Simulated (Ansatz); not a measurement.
All numbers were calculated with Ansatz.

C$_{2}$H$_{9}$GaSi, SMILES `[CH3][Ga]([CH3])[SiH3]`. The species carries charge 0 and has multiplicity 1. Geometry: relaxed with PBE0-D4/def2-TZVP.

```xyz
13

C     0.314   -1.959   -0.584
Ga   -0.003   -0.144    0.128
C     0.112    0.209    2.067
Si   -0.450    1.675   -1.414
H    -0.506   -2.261   -1.242
H     1.223   -1.964   -1.193
H     0.424   -2.703    0.206
H     1.120    0.572    2.300
H    -0.590    0.982    2.385
H    -0.057   -0.695    2.656
H    -1.141    1.225   -2.657
H     0.835    2.306   -1.842
H    -1.280    2.757   -0.810
```

(1) What is the dipole moment at r2SCAN/def2-TZVPP? (Estimate.)

(2) And with PBE, B3LYP, ωB97M-V? (Best estimate.)

(3) Give the Mulliken charges with r2SCAN, PBE, ωB97M-V in def2-TZVPP. (An estimate is asked.)

Answers

(1) The calculation gave: 1.16 D, with components (0.21, -0.88, 0.74) D in this frame, pointing from negative to positive charge.

(2) The calculation gave: PBE 1.21 D, B3LYP 1.16 D, ωB97M-V 1.14 D.

(3) The calculation gave: 
```csv
atom,r2SCAN,PBE,ωB97M-V
C1,-0.32,-0.38,-0.47
Ga2,0.35,0.32,0.34
C3,-0.32,-0.38,-0.47
Si4,0.07,-0.01,-0.01
H5,0.07,0.10,0.11
H6,0.07,0.09,0.11
H7,0.07,0.10,0.12
H8,0.06,0.09,0.11
H9,0.07,0.10,0.12
H10,0.07,0.10,0.12
H11,-0.07,-0.05,-0.03
H12,-0.07,-0.05,-0.03
H13,-0.07,-0.05,-0.03
```

B3LYP here is the variant with VWN-RPA as its local correlation; programs differ in this.
